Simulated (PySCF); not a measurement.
Fill in the blanks.

Aminodifluoroborane, BF₂H₂N.
Geometry (PBE0-D3(BJ)/def2-TZVP, Å), atoms numbered from 1 in this order:
```
atom  x, y, z in Å
N1    -0.7220   -0.0898    0.1404
B2     0.6328    0.0674   -0.1361
F3     1.2213    1.2553   -0.0340
F4     1.3848   -0.9639   -0.5080
H5    -1.3033    0.6770    0.4251
H6    -1.1880   -0.9754    0.0689
```

```json
{"property": "point group", "level": "PBE0-D3(BJ)/def2-TZVP", "value": "C2v"}
{"property": "rotational constants A, B, C", "level": "PBE0-D3(BJ)/def2-TZVP", "value": "?"}
{"property": "dipole moment", "level": "B97-2/pcSseg-2", "value": "2.72 D"}
{"property": "HOMO energy", "level": "B97-2/pcSseg-2", "value": "-8.41 eV"}
{"property": "LUMO energy", "level": "B97-2/pcSseg-2", "value": "0.42 eV"}
{"property": "1H chemical shifts (computed TMS as zero) by class", "level": "GIAO B97-2/pcSseg-2", "value": "?"}
{"property": "isotropic shieldings of nuclei other than C and H, by class", "level": "GIAO B97-2/pcSseg-2", "value": "?"}
```

Electronic properties: PySCF, gas phase, density fitting. Geometry: PBE0-D3(BJ)/def2-TZVP; no solvent, vibrations or thermal averaging.

(1) The 1H chemical shifts (computed TMS as zero) by class?

(2) What are the rotational constants A, B, C?

(3) The isotropic shieldings of nuclei other than C and H, by class?

Answers

(1) 2.33 (H5/H6) ppm.

(2) 9.985, 9.626, 4.901 GHz.

(3) 83 (B2), 216 (N1), 318 (F3/F4) ppm.

The rotational constants make it an asymmetric top with κ = (2B − A − C)/(A − C) = 0.86, nearer the oblate limit (+1). Point group C2v permits a dipole; with 2.72 D the species has a pure rotational spectrum. In atomic units the dipole is 1.07 e·bohr (1 au = 2.5417 D). With B = h/(8π²I), that is 505.379 GHz u Å² over I, the principal moments of inertia are 50.6, 52.5 and 103.1 u Å² (most abundant isotopes); the inertial defect Ic − Ia − Ib is 0.0 u Å² (zero for a rigid planar frame, negative otherwise).
